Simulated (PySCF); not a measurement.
SMILES C([CH2][GaH2])C (C₃H₉Ga), CAM-B3LYP/def2-SVP optimised geometry.

```
13

Ga     0.09    -1.89     0.00
H     -0.67    -3.27     0.00
H      1.66    -1.89     0.00
C     -0.92    -0.20     0.00
C     -0.11     1.09     0.05
C     -0.98     2.35     0.03
H     -1.63    -0.25     0.85
H     -1.57    -0.22    -0.90
H      0.52     1.10     0.95
H      0.59     1.12    -0.80
H     -1.59     2.39    -0.88
H     -0.37     3.27     0.07
H     -1.66     2.37     0.89
```

Density from CAM-B3LYP/def2-TZVP in PySCF 2.14.0 at that geometry.

Minimum of the electron density along straight lines between bonded atoms, close to the bond critical point (lines longer than 1.1 times the sum of covalent radii, or with two minima, are not listed):

| bond | length / Å | ρ at the minimum / e bohr⁻³ | ∇²ρ there / e bohr⁻⁵ | position (fraction from the first atom) |
|---|---|---|---|---|
| Ga1–H2 | 1.571 | 0.114 | 0.15 | 0.60 |
| Ga1–H3 | 1.572 | 0.114 | 0.15 | 0.60 |
| Ga1–C4 | 1.972 | 0.115 | [?] | 0.48 |
| C4–C5 | 1.530 | 0.244 | -0.60 | 0.50 |
| C5–C6 | 1.525 | 0.248 | -0.63 | 0.50 |
| C4–H7 | 1.106 | 0.265 | -0.86 | 0.64 |
| C4–H8 | 1.106 | 0.265 | -0.86 | 0.64 |
| C5–H9 | 1.103 | 0.273 | -0.93 | 0.64 |
| C5–H10 | 1.103 | 0.274 | -0.93 | 0.64 |
| C6–H11 | 1.102 | 0.272 | -0.92 | 0.64 |
| C6–H12 | 1.101 | 0.272 | -0.92 | 0.64 |
| C6–H13 | 1.102 | 0.272 | -0.92 | 0.64 |

Problem. What belongs in the gaps?

Solution. 
- Ga1–C4, ∇²ρ there / e bohr⁻⁵: 0.19
